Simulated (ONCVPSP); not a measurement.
# boron: one change to an ONCV potential, before and after

- Element: B
- Generator: ONCVPSP 4.0.1
- Type: optimised norm-conserving Vanderbilt (ONCV)
- Functional: PBEsol
- Relativity: non-relativistic
- Frozen core: [He]
- Valence charge: 3
- Reference configuration: 2s2 2p1
- Partial waves: 2s: rc 1.25 bohr, ncon 4, nbas 9, qcut 4.8 1/bohr, local; 2p: rc 3.95 bohr, ncon 3, nbas 6, qcut 3.6 1/bohr, 3 projectors, debl 0.8 Ha
- Local potential: the s channel
- Core correction: Teter function, parameters optimised by the program

All-electron outer shells of the reference configuration (PBEsol, non-relativistic, ld1.x):

| shell | level (eV) | outermost node (bohr) | outermost maximum (bohr) |
| --- | --- | --- | --- |
| 1s | -179.50 | – | 0.21 |
| 2s | -9.36 | 0.46 | 1.52 |
| 2p | -3.56 | – | 1.59 |

Change: s: qcut 3.1; p: qcut 2.3.

Cutoffs: the cutoffs (Ha) at which the residual kinetic energy of the hardest occupied pseudo-wave falls to 1 and 0.1 mHa per electron; they do not see the model core or the augmentation charge, which bear on the density cutoff. Errors are all-electron minus pseudo energies relative to the spin-unpolarised reference configuration.

**Question.** What does the change do?

**Answer.** The potential gets harder (12 Ha and 51 Ha → 50 Ha and 143 Ha); of the 4 tests that both files solve, the error grows in 4 and shrinks in 0 by more than 15 % and 0.3 meV (median size 161.8 → 320.0 meV); the range in which the s phases agree narrows (upper end 3.7 → 2.5); neither file shows a bound ghost.

| quantity | base | changed |
| --- | --- | --- |
| cutoff, loose | 12 Ha | 50 Ha |
| cutoff, tight | 51 Ha | 143 Ha |
| loose cutoff by channel | s 12 Ha, p 3.9 Ha | s 50 Ha, p 2.9 Ha |
| bound ghosts | none | none |
| GHOST(+) flags under 300 eV | none | none |
| error for 2s2 2p0, meV [ΔE 8.14 eV] | +246 | +501 |
| error for 2s1 2p0, meV [ΔE 33.40 eV] | +699 | +1363 |
| error for 2s2 2p0.5, meV [ΔE 2.86 eV] | +42 | +90 |
| error for 2s1 2p1, meV [ΔE 14.26 eV] | -78 | -139 |
| s: phases at 1.27 bohr within 0.05 rad from the reference energy up to (Ha; the scan ends near 5) | 3.7 | 2.5 |
| p: phases at 4.02 bohr within 0.05 rad from the reference energy up to (Ha; the scan ends near 5) | 3.0 | 3.1 |
| rms error of d²Exc/dni dnj with the model core, mHa | 0.37 | 2.67 |
